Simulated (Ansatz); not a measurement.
A CCSD(T) single point on `N[SiH]([SiH3])O[SiH3]`.

```yaml
crystal:
  periodic: [false, false, false]
  atoms:
    - {symbol: N, position_ang: [-0.980191, 1.785117, -0.750656]}
    - {symbol: Si, position_ang: [0.163145, 0.526846, -0.906986]}
    - {symbol: Si, position_ang: [-1.046212, -1.478139, -1.044586]}
    - {symbol: O, position_ang: [1.264133, 0.412212, 0.312074]}
    - {symbol: Si, position_ang: [1.481082, -0.082852, 1.852765]}
    - {symbol: H, position_ang: [-1.779777, 1.709799, -0.144378]}
    - {symbol: H, position_ang: [-0.743941, 2.745531, -0.939565]}
    - {symbol: H, position_ang: [0.959783, 0.827092, -2.121836]}
    - {symbol: H, position_ang: [-0.167782, -2.663340, -0.847259]}
    - {symbol: H, position_ang: [-1.711904, -1.594913, -2.370355]}
    - {symbol: H, position_ang: [-2.102872, -1.505964, 0.007569]}
    - {symbol: H, position_ang: [0.590331, -1.238091, 2.152798]}
    - {symbol: H, position_ang: [2.895564, -0.492423, 2.031022]}
    - {symbol: H, position_ang: [1.165542, 1.020024, 2.797992]}
basis:
  gaussian: {orbitals: def2-TZVPP}
correlation: {method: ccsd_t}
```

```sh
$ ansatz run in.yaml --threads 2 --pin off --events-out ev --progress --plain --max-ram 20480MiB --backend cuda --devices 0, --max-vram 18GiB
```

The program prints (abridged):

```
Functional definition: HF
1796 factors; integrals over basis functions are off by at most 1.1e-3 eV
mean field evaluation 1: about -27248.4167 eV, gradient 4.9e1 eV
mean field evaluation 2: about -27248.7336 eV, gradient 4.9e1 eV
mean field evaluation 4: about -27253.9815 eV, gradient 4.6e0 eV
mean field evaluation 8: about -27254.0761 eV, gradient 3.1e-1 eV
mean field evaluation 16: about -27254.0765 eV, gradient 2.1e-6 eV
mean field -27254.07652212 eV, -1001.5688387113 hartree, gradient 2.1e-6 eV, S^2 0.000000; 0 other end points of the search recorded, 0 dependent functions left out
17 core orbitals not correlated: weight in the atoms' cores, before any rotation towards them, 1.000 or more for the frozen orbitals, at most 0.000 for the correlated occupied ones
reference -27254.07652212 eV, -1001.5688387113 hartree; 16, 16 occupied and 281, 281 virtual orbitals, 1796 factors
second order -22.44421068 eV of doubles, -0.00000000 eV of singles
cycle   1  -23.42464779 eV  change   -9.8e-1 eV  update   1.1e-1
cycle   2  -24.08699926 eV  change   -6.6e-1 eV  update   3.4e-2
cycle   3  -24.21801812 eV  change   -1.3e-1 eV  update   1.7e-2
cycle   4  -24.20457629 eV  change    1.3e-2 eV  update   4.1e-3
cycle   5  -24.20331994 eV  change    1.3e-3 eV  update   1.8e-3
cycle   6  -24.20361054 eV  change   -2.9e-4 eV  update   5.0e-4
cycle   7  -24.20327562 eV  change    3.3e-4 eV  update   1.8e-4
cycle   8  -24.20325578 eV  change    2.0e-5 eV  update   5.8e-5
cycle   9  -24.20328441 eV  change   -2.9e-5 eV  update   2.2e-5
perturbative correction -0.84862409 eV, -0.0311863602 hartree
Total energy: -27279.12843062 eV, -1002.4894793679 hartree
```

Hardware: 2 threads of an AMD EPYC 7R13 on a shared host and a share of an NVIDIA H100 80 GB. Wall time 3.5 s, peak host memory 0.83 GiB.

MP2 recovers 89.6 % of the CCSD(T) correlation energy and the triples give 3.4 %; T1 = 0.0122.
